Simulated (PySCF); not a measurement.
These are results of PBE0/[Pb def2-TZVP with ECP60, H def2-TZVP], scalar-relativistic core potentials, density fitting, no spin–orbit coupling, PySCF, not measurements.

```xyz
5
charge 0 multiplicity 1, angstrom
Pb    0.0000    0.0000    0.0000
H     1.4287   -0.0001    1.0102
H    -1.4287    0.0000    1.0102
H     0.0000    1.4287   -1.0102
H     0.0000   -1.4286   -1.0103
```

PbH4 (singlet), along the line from Pb1 (at 0) through H2 (at 1.750 Å). Core electrons replaced by a potential are absent, the electrostatic potential uses the reduced nuclear charge, and values within about 0.7 Å of such atoms have no physical meaning.

Tabulate the fields along this line at 0.79, 0.96, 1.14, 1.31, 1.49, 1.66, 1.92, 2.10, 2.27, 2.45, 2.62, 2.80 Å.


```tsv
distance (Å)	electron density (e/Å³)	electron localisation function	electrostatic potential (V)
0.79	2.22	0.38	41.5
0.96	1.02	0.261	21.7
1.14	0.784	0.51	13.7
1.31	0.886	0.917	14.4
1.49	1.24	0.995	30.1
1.66	1.96	1	136
1.92	1.23	1	55.1
2.10	0.581	1	17.3
2.27	0.281	1	6.92
2.45	0.138	0.999	2.99
2.62	0.0703	0.999	1.33
2.80	0.0367	0.998	0.586
```

On a grid of 0.09 Å the density has a local minimum along the bond near 1.14 Å from Pb, at 0.78 e/Å³, where the ELF is 0.51.

Spin–orbit coupling, left out here, can matter for elements this heavy.
